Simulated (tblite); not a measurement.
Record of a relaxation.

Species: C7H6BF2N.
Atom-mapped SMILES: `[CH2:1]=[N:2][c:3]1[cH:4][cH:5][cH:6][c:7]([B:8]([F:9])[F:10])[cH:11]1` (hydrogens: H12, H13 on C1; H14 on C4; H15 on C5; H16 on C6; H17 on C11)

Computed with GFN2-xTB (tblite), gas phase: L-BFGS steps from a force-field or distance-geometry start until the largest atomic force falls under 0.01 eV/Å. 9 of its 93 geometries are shown.

Step 0: E = -862.1520 eV, largest atomic force 3.517 eV/Å
```
atom  x, y, z in Å  |  force x, y, z in eV/Å
C1     -2.946    0.762    0.632    0.628   0.701  -2.019
N2     -2.219    1.055   -0.400   -0.412  -1.314   2.586
C3     -0.847    0.624   -0.298   -1.449   1.648  -0.164
C4      0.083    1.654   -0.121    0.122   0.119   0.020
C5      1.434    1.374   -0.002   -0.511   0.177  -0.081
C6      1.808    0.053   -0.105    1.337  -0.026   0.080
C7      0.883   -0.966   -0.294    0.202  -1.022  -0.499
B8      1.447   -2.416   -0.374    2.444  -1.241   1.586
F9      2.683   -2.600   -1.111   -2.998  -0.222   1.826
F10     1.133   -3.308    0.729    0.897   1.519  -3.009
C11    -0.473   -0.694   -0.395    0.067   0.264   0.152
H12    -4.009    1.034    0.683    0.628   0.007  -0.337
H13    -2.563    0.241    1.502    0.111  -0.094   0.085
H14    -0.268    2.674   -0.049   -0.080  -0.065  -0.051
H15     2.171    2.161    0.139   -0.277  -0.247  -0.005
H16     2.884   -0.171   -0.009   -0.708  -0.130  -0.146
H17    -1.208   -1.466   -0.536    0.000  -0.073  -0.026
```

Step 12: E = -863.1131 eV, largest atomic force 0.216 eV/Å
```
atom  x, y, z in Å  |  force x, y, z in eV/Å
C1     -2.963    0.737    0.648   -0.042   0.031  -0.082
N2     -2.209    1.011   -0.313    0.187  -0.062  -0.013
C3     -0.858    0.675   -0.286   -0.020   0.018   0.125
C4      0.073    1.705   -0.136    0.041  -0.066   0.017
C5      1.416    1.394   -0.042   -0.005  -0.032   0.024
C6      1.833    0.075   -0.133    0.129   0.063   0.033
C7      0.923   -0.975   -0.297   -0.012   0.153  -0.037
B8      1.529   -2.421   -0.282    0.044   0.005   0.029
F9      2.588   -2.738   -1.008   -0.095   0.025   0.076
F10     1.155   -3.385    0.542   -0.116   0.086  -0.160
C11    -0.430   -0.649   -0.376   -0.046   0.023   0.066
H12    -3.998    1.039    0.587   -0.035  -0.048   0.007
H13    -2.631    0.228    1.557   -0.071  -0.011   0.021
H14    -0.277    2.726   -0.050    0.041  -0.112  -0.022
H15     2.135    2.185    0.137   -0.048  -0.124  -0.114
H16     2.880   -0.173   -0.043    0.049   0.106  -0.025
H17    -1.172   -1.421   -0.514   -0.002  -0.053   0.053
```

Step 23: E = -863.2273 eV, largest atomic force 0.210 eV/Å
```
atom  x, y, z in Å  |  force x, y, z in eV/Å
C1     -3.049    0.689    0.638    0.137  -0.004  -0.081
N2     -2.165    0.951   -0.208    0.091   0.038  -0.066
C3     -0.816    0.658   -0.132   -0.014   0.039   0.135
C4      0.113    1.705   -0.082   -0.057   0.009  -0.132
C5      1.469    1.434   -0.089   -0.076   0.071   0.012
C6      1.929    0.131   -0.158    0.003   0.110   0.004
C7      1.025   -0.933   -0.227   -0.003   0.098  -0.037
B8      1.492   -2.411   -0.305    0.020  -0.014   0.006
F9      2.604   -2.812   -0.890    0.087   0.019   0.039
F10     0.788   -3.393    0.225   -0.067  -0.116  -0.038
C11    -0.343   -0.649   -0.211   -0.050   0.021  -0.012
H12    -4.071    0.969    0.396    0.155  -0.085   0.113
H13    -2.857    0.213    1.608   -0.085   0.040  -0.108
H14    -0.250    2.723   -0.061    0.024  -0.038   0.079
H15     2.178    2.251   -0.046   -0.076  -0.049   0.006
H16     2.992   -0.052   -0.149   -0.022  -0.115  -0.037
H17    -1.046   -1.461   -0.319   -0.065  -0.023   0.117
```

Step 34: E = -863.2710 eV, largest atomic force 0.144 eV/Å
```
atom  x, y, z in Å  |  force x, y, z in eV/Å
C1     -3.039    0.667    0.605   -0.013  -0.044   0.015
N2     -2.138    0.969   -0.208   -0.036   0.078  -0.064
C3     -0.799    0.673   -0.096   -0.019  -0.066   0.076
C4      0.128    1.714   -0.081   -0.033   0.046  -0.038
C5      1.481    1.447   -0.118   -0.037  -0.045   0.008
C6      1.933    0.141   -0.199   -0.028  -0.018   0.045
C7      1.023   -0.923   -0.197    0.025  -0.078   0.000
B8      1.477   -2.407   -0.308    0.008   0.091  -0.025
F9      2.666   -2.794   -0.732    0.043   0.055   0.057
F10     0.671   -3.411   -0.016   -0.059  -0.089   0.002
C11    -0.345   -0.642   -0.119    0.065  -0.004   0.002
H12    -4.056    0.921    0.343   -0.021  -0.002   0.056
H13    -2.868    0.176    1.565   -0.030  -0.026   0.011
H14    -0.241    2.723   -0.019    0.014   0.138  -0.040
H15     2.174    2.272   -0.096    0.108  -0.012   0.005
H16     2.993   -0.065   -0.234   -0.044  -0.028  -0.053
H17    -1.065   -1.448   -0.102    0.058   0.004  -0.056
```

Step 46: E = -863.2939 eV, largest atomic force 0.094 eV/Å
```
atom  x, y, z in Å  |  force x, y, z in eV/Å
C1     -3.041    0.646    0.615    0.001  -0.040  -0.028
N2     -2.145    1.022   -0.174    0.033   0.018   0.014
C3     -0.805    0.705   -0.076    0.013   0.002  -0.026
C4      0.143    1.733   -0.095   -0.034   0.019   0.015
C5      1.493    1.439   -0.126   -0.044   0.010  -0.067
C6      1.914    0.123   -0.207    0.029   0.023   0.035
C7      0.990   -0.927   -0.183    0.037   0.022  -0.062
B8      1.471   -2.399   -0.291   -0.003   0.004  -0.064
F9      2.725   -2.726   -0.545    0.029   0.006   0.043
F10     0.668   -3.441   -0.172   -0.051  -0.015   0.020
C11    -0.370   -0.618   -0.098    0.021  -0.021   0.044
H12    -4.065    0.899    0.381   -0.011   0.051   0.005
H13    -2.870    0.083    1.535    0.038  -0.040   0.019
H14    -0.200    2.755   -0.078   -0.010   0.030   0.035
H15     2.215    2.245   -0.111   -0.038  -0.076  -0.041
H16     2.964   -0.108   -0.299    0.027  -0.001   0.066
H17    -1.094   -1.419   -0.086   -0.035   0.010  -0.009
```

Step 58: E = -863.3052 eV, largest atomic force 0.067 eV/Å
```
atom  x, y, z in Å  |  force x, y, z in eV/Å
C1     -3.032    0.623    0.630    0.009  -0.018  -0.006
N2     -2.142    1.060   -0.136   -0.014  -0.014   0.047
C3     -0.804    0.722   -0.077   -0.016  -0.009  -0.011
C4      0.147    1.746   -0.110   -0.010  -0.002  -0.026
C5      1.492    1.439   -0.159   -0.003  -0.014  -0.009
C6      1.905    0.121   -0.209    0.018  -0.011   0.005
C7      0.976   -0.925   -0.203   -0.004  -0.009   0.048
B8      1.466   -2.396   -0.287   -0.024   0.011   0.001
F9      2.744   -2.713   -0.398   -0.021  -0.022   0.009
F10     0.656   -3.440   -0.257   -0.005   0.005   0.002
C11    -0.381   -0.606   -0.118    0.000   0.005   0.013
H12    -4.055    0.919    0.437    0.028  -0.005   0.028
H13    -2.855   -0.024    1.496    0.015   0.025  -0.060
H14    -0.189    2.771   -0.080   -0.012   0.008  -0.001
H15     2.227    2.229   -0.177   -0.014   0.043   0.026
H16     2.956   -0.118   -0.253    0.048   0.002  -0.032
H17    -1.117   -1.397   -0.108    0.005   0.006  -0.034
```

Step 69: E = -863.3092 eV, largest atomic force 0.046 eV/Å
```
atom  x, y, z in Å  |  force x, y, z in eV/Å
C1     -3.020    0.609    0.636    0.004  -0.016  -0.010
N2     -2.140    1.077   -0.125   -0.004   0.005   0.010
C3     -0.805    0.726   -0.086    0.010   0.013   0.001
C4      0.146    1.749   -0.118    0.011   0.018  -0.023
C5      1.492    1.445   -0.168    0.012   0.000   0.011
C6      1.910    0.126   -0.206    0.001   0.001  -0.006
C7      0.980   -0.919   -0.196   -0.002   0.008   0.011
B8      1.451   -2.396   -0.268    0.028   0.009  -0.035
F9      2.727   -2.736   -0.335   -0.022  -0.010   0.013
F10     0.625   -3.426   -0.284   -0.013   0.007   0.018
C11    -0.379   -0.599   -0.126   -0.019  -0.002  -0.028
H12    -4.042    0.927    0.485   -0.005  -0.015   0.002
H13    -2.828   -0.086    1.458    0.007  -0.001   0.005
H14    -0.191    2.773   -0.092   -0.010   0.013  -0.001
H15     2.218    2.244   -0.189    0.011  -0.013   0.014
H16     2.962   -0.111   -0.254    0.006   0.006  -0.001
H17    -1.113   -1.391   -0.142   -0.014  -0.023   0.017
```

Step 80: E = -863.3107 eV, largest atomic force 0.016 eV/Å
```
atom  x, y, z in Å  |  force x, y, z in eV/Å
C1     -3.009    0.593    0.638    0.001  -0.007  -0.009
N2     -2.140    1.085   -0.120    0.004  -0.002  -0.005
C3     -0.803    0.734   -0.096    0.007   0.002   0.005
C4      0.148    1.757   -0.130    0.001   0.003   0.009
C5      1.494    1.450   -0.169   -0.001   0.005   0.005
C6      1.911    0.132   -0.211    0.001   0.007  -0.002
C7      0.979   -0.913   -0.208    0.006   0.006   0.013
B8      1.441   -2.393   -0.267   -0.010   0.008  -0.004
F9      2.711   -2.754   -0.304   -0.001   0.003  -0.003
F10     0.597   -3.411   -0.279   -0.006  -0.010   0.005
C11    -0.380   -0.592   -0.139    0.001  -0.001  -0.009
H12    -4.034    0.907    0.507   -0.009  -0.007  -0.003
H13    -2.804   -0.119    1.442    0.010  -0.005   0.008
H14    -0.192    2.781   -0.103    0.015   0.004   0.001
H15     2.225    2.246   -0.173   -0.007  -0.002  -0.012
H16     2.963   -0.105   -0.253   -0.001  -0.005   0.001
H17    -1.113   -1.385   -0.146   -0.011   0.001  -0.002
```

Step 92: E = -863.3113 eV, largest atomic force 0.010 eV/Å
```
atom  x, y, z in Å  |  force x, y, z in eV/Å
C1     -3.003    0.582    0.636    0.000  -0.004  -0.004
N2     -2.141    1.085   -0.123    0.004   0.000   0.003
C3     -0.802    0.742   -0.098    0.000  -0.004   0.004
C4      0.151    1.762   -0.128   -0.001  -0.001   0.005
C5      1.496    1.453   -0.168    0.000   0.000  -0.006
C6      1.911    0.133   -0.209   -0.002  -0.003   0.000
C7      0.977   -0.909   -0.207   -0.004  -0.003   0.002
B8      1.432   -2.392   -0.264   -0.008   0.004   0.004
F9      2.700   -2.758   -0.312    0.002  -0.002  -0.003
F10     0.583   -3.406   -0.261    0.003  -0.001   0.001
C11    -0.381   -0.585   -0.142    0.000   0.001  -0.004
H12    -4.034    0.879    0.505    0.000   0.002   0.000
H13    -2.785   -0.126    1.440   -0.002  -0.001  -0.003
H14    -0.183    2.788   -0.098   -0.003   0.002  -0.002
H15     2.227    2.247   -0.177    0.007   0.007   0.001
H16     2.962   -0.106   -0.250    0.001   0.000  -0.001
H17    -1.117   -1.376   -0.154    0.002   0.004   0.003
```

Question: Summarise the path.

Answer: The energy falls by 111.85 kJ/mol from step 0 to step 92; nine tenths of that is first reached at step 20. It falls at every step. The largest force goes from 3.517 to 0.010 eV/Å. Among the bonds B8–F10 changes most (a near tie, within 0.001 Å, with another), from 1.453 to 1.322 Å; the atoms move by 0.416 Å rms after alignment.

The cost below is that of the whole relaxation. Time: 2.2 s of wall time. Hardware: Intel Xeon at 2.50 GHz, one thread, shared host with 64 logical CPUs at a one-minute load of 62.
